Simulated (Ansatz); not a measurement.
Computed with Ansatz on PBE0-D4/def2-TZVP structures; ΔE is electronic, products minus reactants. CBS: MP2 limit from def2 TZ/QZ plus the TZ coupled-cluster correction, frozen cores. This one scheme is used for every species. Functionals use def2-TZVPP. B3LYP here is the variant with VWN-RPA as its local correlation; programs differ in this. One conformer a species, not always the lowest.

Consider the hydrogenolysis of a C–C bond: `O=CC(O)[SiH2]O` + H₂ → `OC[SiH2]O` + `C=O`.

Is it downhill or uphill in electronic energy at CCSD(T)/CBS, and by how much? (Best estimate.)

Computed: Uphill: ΔE = +4.9 kJ/mol.

What do these levels give: r2SCAN-D4, PBE0-D4, B3LYP-D4, PBE, r2SCAN, HF/def2-TZVPP, SCS-MP2/def2-TZVPP, CCSD(T)/def2-TZVPP, HF/def2-QZVPP, MP2/def2-QZVPP, SCS-MP2/def2-QZVPP, HF/CBS(def2)? (Best estimate.)

Computed: r2SCAN-D4 19.8, PBE0-D4 11.7, B3LYP-D4 7.2, PBE 11.8, r2SCAN 18.0, HF/def2-TZVPP -22.7, SCS-MP2/def2-TZVPP 0.5, CCSD(T)/def2-TZVPP 3.9, HF/def2-QZVPP -23.2, MP2/def2-QZVPP 11.0, SCS-MP2/def2-QZVPP 0.8, HF/CBS(def2) -23.2 kJ/mol.

Largest T1 diagnostic among the species: 0.015.

The D4 term adds +10.5 kJ/mol with B3LYP and +5.8 kJ/mol with PBE0; it sums over pairs of atoms, weighted by their polarisabilities, and B3LYP, whose exchange is more repulsive, gets the larger term. In def2-TZVPP, CCSD(T) changes the Hartree–Fock value by +26.6 kJ/mol (the triples alone add +7.0 kJ/mol) and MP2 by +33.3 kJ/mol. From PBE to PBE0 (25 % exact exchange), in def2-TZVPP and without D4, ΔE moves by −5.9 kJ/mol.
